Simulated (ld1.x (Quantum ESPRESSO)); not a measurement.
**Pseudopotential generation for selenium: ultrasoft, BP86, scalar-relativistic.**

```json
{
 "Element": "Se (Z = 34)",
 "Generator": "ld1.x (Quantum ESPRESSO) 7.5",
 "Type": "ultrasoft",
 "Functional": "BP86",
 "Relativity": "scalar-relativistic",
 "Frozen core": "[Ar] 3d10",
 "Valence charge": "6",
 "Reference configuration": "4s2 4p3.75 (charge +0.25)",
 "Partial waves": "4s (bound): rcut 1.50, rcutus 1.60 bohr; 4s channel at 0.05 Ry: rcut 1.50, rcutus 1.60 bohr; 4p (bound): rcut 1.35, rcutus 1.80 bohr; 4p channel at -0.05 Ry: rcut 1.35, rcutus 1.80 bohr; 4d channel at 0.45 Ry: rcut 1.60, rcutus 1.85 bohr",
 "Local potential": "all-electron potential smoothed inside 1.55 bohr (lloc = -2)",
 "Core correction": "a·sin(br)/r model core, default radius (core density twice the valence density)",
 "Augmentation charge": "PSQ, radius 1.15 bohr"
}
```

* Cutoffs needed: 15 Ry and 25 Ry (the cutoffs (Ry, on a coarse ladder) from which the occupation-weighted sum of valence levels, in a spherical-Bessel basis at the reference potential, stays within 10 and 1 mRy of its value at 400 Ry)
* Ghost test: no extra level below or beside the all-electron valence levels (s, p, d, f tested) (spherical-Bessel basis up to 400 Ry, 20 bohr box)
* Largest excitation error: -88 meV (all-electron minus pseudo) for 4s2 4p1, out of 7 test configurations
* Lowest eigenvalue of the overlap operator: 0.42 (s channel)
* Density cutoff estimated by the generator: 275 Ry
